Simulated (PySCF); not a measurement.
ZnBr2, SMILES [Br][Zn][Br].

The structure is a stationary point at TPSSh-D3(BJ)/def2-SVP. The isomer is the one that the SMILES or the coordinates give; other isomers of the formula were not compared.

Calculation: TDA-B3LYP/def2-SVPD (PySCF).

Vertical excitations; the highest root listed may be one member of a degenerate set. Isolated molecule, no solvent. State labels are in the subgroup D2h.

```csv
state,symmetry,energy (eV),λ (nm),f,main pairs
S1,B2g,5.04,246,0.000,HOMO−1→LUMO (degenerate set)
S2,B3g,5.04,246,0.000,HOMO→LUMO (degenerate set)
S3,B2u,5.47,226,0.044,HOMO−3→LUMO (degenerate set)
S4,B3u,5.47,226,0.044,HOMO−2→LUMO (degenerate set)
S5,Au,6.41,193,0.000,"HOMO−1→LUMO+1 50 %, HOMO→LUMO+2 50 %"
S6,B1u,6.45,192,0.000,"HOMO−1→LUMO+2, HOMO→LUMO+1 (degenerate set)"
S7,Au,6.45,192,0.000,"HOMO→LUMO+2, HOMO−1→LUMO+1 (degenerate set)"
S8,B1u,6.47,192,0.019,"HOMO−4→LUMO 47 %, HOMO→LUMO+1 26 %, HOMO−1→LUMO+2 26 %"
S9,B1g,6.78,183,0.000,"HOMO−3→LUMO+2 50 %, HOMO−2→LUMO+1 50 %"
S10,B1g,6.83,181,0.000,"HOMO−2→LUMO+1 50 %, HOMO−3→LUMO+2 50 %"
T1,B2g,4.74,261,0,HOMO−1→LUMO (degenerate set)
T2,B3g,4.74,261,0,HOMO→LUMO (degenerate set)
T3,B2u,5.09,243,0,HOMO−3→LUMO (degenerate set)
T4,B3u,5.09,243,0,HOMO−2→LUMO (degenerate set)
```
Triplets are in the Tamm–Dancoff approximation.
